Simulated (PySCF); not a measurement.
# Dipole moment and polarisability of SiEtI3

Compound: SiEtI3, C2H5I3Si.
Geometry (PBE0-D3(BJ)/def2-SVP, Å), atoms numbered from 1 in this order:
```
atom  x, y, z in Å
Si1   -0.2615   -0.4440   -1.2919
C2    -0.2353   -0.4196    0.5819
C3     0.4879    0.7678    1.2030
H4     0.2173   -1.3801    0.8846
H5    -1.2945   -0.4594    0.8906
H6     0.4405    0.7186    2.3013
H7     1.5492    0.7886    0.9117
H8     0.0349    1.7213    0.8920
I9     2.0228   -0.5842   -2.1660
I10   -1.3252    1.5964   -2.1331
I11   -1.5381   -2.3909   -2.0432
```

Level: B3LYP/def2-SVPD (PySCF), static field, nuclei fixed, core orbitals frozen in the response. The polarisability tensor in these axes (au):

```
x   167.94   1.58   2.12
y     1.58 169.43   4.01
z     2.12   4.01 142.94
```

What are the eigenvalues, a third of the trace, and Δα (Δα² = ½Σ(αi − αj)² over the three pairs)?

Principal values 142.21, 166.94 and 171.15 au; mean 160.10 au = 23.72 Å³ = 26.40 × 10⁻⁴⁰ C²·m²/J; Δα = 27.08 au (17 % of the mean).

What is the dipole moment, and where does it point?

(0.09, 0.12, 1.77) D, 1.78 D in size, pointing from the negative to the positive side. Measured along this direction, the outermost atoms are I11 at the negative end and H6 at the positive end.

What would n − 1 = 2πNα be for an ideal gas of these molecules at 298.15 K and 1 atm, electronic part alone?

N = p/kT = 2.4615 × 10¹⁹ cm⁻³, so n − 1 = 2π × N × 23.72 × 10⁻²⁴ cm³ = 3669 × 10⁻⁶ at long wavelengths, for an ideal gas.

Directions of the eigenvectors, and the extent of the frame along each?

Largest value along (0.52, 0.84, 0.16), where the nuclei span 4.74 Å; middle along (0.85, -0.52, -0.01), 3.99 Å; least along (-0.07, -0.14, 0.99), 4.37 Å. The strongest response lies along the longest span, while the other two are in reverse order.

Find the Langevin capture rate constant for H3+ (3.023 u) meeting this molecule (437.729 u), k = 2.342 × 10⁻⁹ cm³/s × √(α in Å³ / reduced mass in u).

The reduced mass is 3.00 u, so k = 6.58 × 10⁻⁹ cm³/s. The formula leaves out the permanent dipole, which adds to the capture rate.

What molar refraction does this α imply?

Lorentz–Lorenz: R = (4π/3)N_A α = 2.5225 cm³/(mol·Å³) × 23.72 Å³ = 59.8 cm³/mol, in the limit of long wavelengths.

Isolated species at its PBE0-D3(BJ)/def2-SVP geometry, gas phase. Atoms past krypton carry effective core potentials; spin–orbit coupling is left out.
